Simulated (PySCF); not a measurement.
**Ionisation energy of Xe(2+) by level of theory**

Xe(2+) [Kr] 4d10 5s2 5p4 (3P) → Xe(3+) [Kr] 4d10 5s2 5p3 (4S), as a difference of total energies. Computed with PySCF 2.14 in aug-cc-pVQZ-DK3, with the spin-free X2C one-electron Hamiltonian (Gaussian nucleus). Correlated levels: valence: [Kr] 4d10 frozen. The calculations carry no spin-orbit coupling.

| method | ionisation energy (eV) |
| --- | --- |
| UHF | 29.369 |
| LDA | 30.847 |
| PBE | 30.491 |
| PBE0 | 30.513 |
| r2SCAN | 30.506 |
| MN15 | 30.507 |
| wB97X | 30.706 |
| M06-2X | 30.151 |
| MP2 (valence) | 30.129 |
| SCS-MP2 (valence) | 30.219 |

How much does correlation contribute at MP2 (valence)?

30.129 − (29.369) = 0.760 eV, measured against UHF.

A first-order spin-orbit estimate (lowest level to lowest level, LS coupling) adds 0.453 eV.

Errors of the correlated levels include the incompleteness of this basis and the frozen core.

For comparison: 31.05 ± 0.04 eV (semi-empirical (NIST evaluation); NIST Atomic Spectra Database, ionization energies).
